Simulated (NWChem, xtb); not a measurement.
**A ladder of methods for SnBrF (SMILES [F][Sn][Br])**

SnBrF has 3 atoms, charge 0, and is taken as a singlet. SMILES: `[F][Sn][Br]`. The shape is that of a PBE0-D4/def2-TZVP optimisation.

```xyz
3

F    -0.9432    1.2489   -0.3889
Sn   -0.6365   -0.6625   -0.4168
Br    1.5687   -0.6512    0.7924
```

Quantity: the dipole moment, in D. The values are calculated.

```json
{"level": "GFN0-xTB", "kind": "semi-empirical", "program": "xtb", "value (D)": "4.46", "CPU time": "under 2 s"}
{"level": "GFN1-xTB", "kind": "semi-empirical", "program": "xtb", "value (D)": "6.38", "CPU time": "under 2 s"}
{"level": "GFN2-xTB", "kind": "semi-empirical", "program": "xtb", "value (D)": "8.45", "CPU time": "under 2 s"}
{"level": "HF/STO-3G", "kind": "Hartree–Fock", "program": "NWChem", "value (D)": "2.60", "CPU time": "12 s"}
{"level": "HF/3-21G", "kind": "Hartree–Fock", "program": "NWChem", "value (D)": "3.80", "CPU time": "15 s"}
{"level": "HF/def2-TZVP (core potential)", "kind": "Hartree–Fock", "program": "NWChem", "value (D)": "3.65", "CPU time": "2.6 min"}
{"level": "TPSS/STO-3G", "kind": "meta-GGA", "program": "NWChem", "value (D)": "1.87", "CPU time": "18 s"}
{"level": "B3LYP/3-21G", "kind": "global hybrid", "program": "NWChem", "value (D)": "2.86", "CPU time": "16 s"}
{"level": "PBE0/def2-SVP (core potential)", "kind": "global hybrid", "program": "NWChem", "value (D)": "3.31", "CPU time": "28 s"}
{"level": "CAM-B3LYP/def2-SVPD (core potential)", "kind": "range-separated hybrid", "program": "NWChem", "value (D)": "3.56", "CPU time": "2.1 min"}
```

All-electron rows without a relativistic Hamiltonian named are non-relativistic, while core potentials hold scalar relativity, so basis and relativity change together. The values span 1.87 to 8.45 D. Magnitudes only. Sets without polarisation functions give poor dipoles. CPU times are rough (shared hosts, several kinds of processor and program).
